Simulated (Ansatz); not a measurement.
`CC(C)C(=O)CC(=O)C(C)(C)C` + `[OH][Al]([F])[Cl]` → `CC(C)[O][Al]([F])[Cl]` + `CC(C)(C)C(=O)CC=O`  (substitution at a C–C bond)

Isolated molecules relaxed with PBE0-D4/def2-TZVP in Ansatz; ΔE leaves out vibrations. CCSD(T)/CBS adds triple-zeta CCSD(T) − MP2 to the extrapolated MP2 energy (def2 sets, frozen cores). This one scheme is used for every species. Each species was taken in one conformer, which may not be the lowest.

```
                   species  CCSD(T)/CBS(def2) energy (Eh)
`CC(C)C(=O)CC(=O)C(C)(C)C`                     -541.73132
       `[OH][Al]([F])[Cl]`                     -877.57483
   `CC(C)[O][Al]([F])[Cl]`                     -995.34555
       `CC(C)(C)C(=O)CC=O`                     -423.93430
```

Problem. Work out ΔE.

Solution. ΔE = (-995.34555) + (-423.93430) − (-541.73132) − (-877.57483) = 0.02630 Eh = +69.1 kJ/mol.

Largest T1 diagnostic among the species: 0.014.

In def2-TZVPP, CCSD(T) changes the Hartree–Fock value by +22.1 kJ/mol (the triples alone add +3.3 kJ/mol) and MP2 by +30.3 kJ/mol. The D4 term adds +8.0 kJ/mol with B3LYP and +5.1 kJ/mol with PBE0; it sums over pairs of atoms, weighted by their polarisabilities, and B3LYP, whose exchange is more repulsive, gets the larger term.

B3LYP here is the variant with VWN-RPA as its local correlation; programs differ in this.
